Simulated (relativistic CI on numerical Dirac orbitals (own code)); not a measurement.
# Eu26+: sensitivity of the levels to the model

Base calculation: Dirac-Coulomb-Breit CI, KLI orbitals optimised for each configuration, model QED (radiative potential, 1s self-energy scaled to tabulated hydrogen-like ionisation energies), unscaled Slater integrals.

Configurations in the expansion (outside the closed core [Ar] 3d10): 4s2 4p6 4d, 4s2 4p5 4d2, 4s2 4p6 4f, 4s 4p6 4d2, 4s2 4p5 4d 4f, 4s 4p6 4d 4f, 4s2 4p6 5s, 4s2 4p6 5p, 4s2 4p6 5d, 4s2 4p5 4d 5s, 4s2 4p6 5f, 4s2 4p5 4d 5p, 4p6 4d2 4f, 4s2 4p6 5g, 4s 4p6 4f 5s, 4s2 4p6 6s, 4s 4p6 4d 5s, 4s2 4p5 4d 5d, 4p6 4d3, 4p5 4d4, 4p5 4d3 4f, 4p6 4d 4f2, 4p5 4d2 4f2, 4p6 4f3, 4p5 4d 4f3, 4p6 4f2 5s, 4s 4p6 4f2, 4s 4p5 4f3. Double excitations out of closed p, d and f shells are left out; levels of such configurations are missing from the list, as are those of other unlisted configurations, and high levels can miss mixing partners. These lack a partner that the ground configuration has and come out too high: 4s2 4p5 4d 5s, 4s2 4p5 4d 5p, 4s2 4p5 4d 5d, 4s2 4p6 5p, 4s2 4p6 5d.

The lowest level and the first level of each name with at least 55 % of one term (blank where a level has no safe partner in the second run):

```tsv
Level	Base (cm⁻¹)	Shift (cm⁻¹)
4s2 4p6 4d 2D_3/2	0	0
4s2 4p6 4d 2D_5/2	60978	-60978
4s2 4p5 4d2 4D°_1/2	902286	-56459
4s2 4p5 4d2 4D°_3/2	906642	-60814
4s2 4p5 4d2 4D°_7/2	972139	
4s2 4p5 4d2 4G°_9/2	973985	-96991
4s2 4p5 4d2 4G°_11/2	993278	-116284
4s2 4p5 4d2 2H°_11/2	1047448	-110546
4s2 4p5 4d2 2G°_9/2	1081790	
4s2 4p5 4d2 2P°_1/2	1087114	-157577
4s2 4p5 4d2 2P°_3/2	1157607	
4s2 4p6 4f 2F°_7/2	1236439	+32349
4s 4p6 4d2 4F_3/2	1832338	-361750
4s 4p6 4d2 4F_5/2	1854706	-384117
```

At this charge energies of transitions that change n are usually good to better than 1 %, and those within a shell (Δn = 0) to a few per cent.

(1) One thing was changed in a second run, which moved the levels as shown. Which?
A. QED terms removed
B. configuration mixing switched off
C. non-relativistic limit
D. Breit term removed

Answers

(1) C. Non-relativistic limit. Without relativity the fine structure collapses and s electrons lose their extra binding.

LS names give the leading component of a level, which can be under half, so a name can repeat, a term be missing and a line seem to break the LS rules.
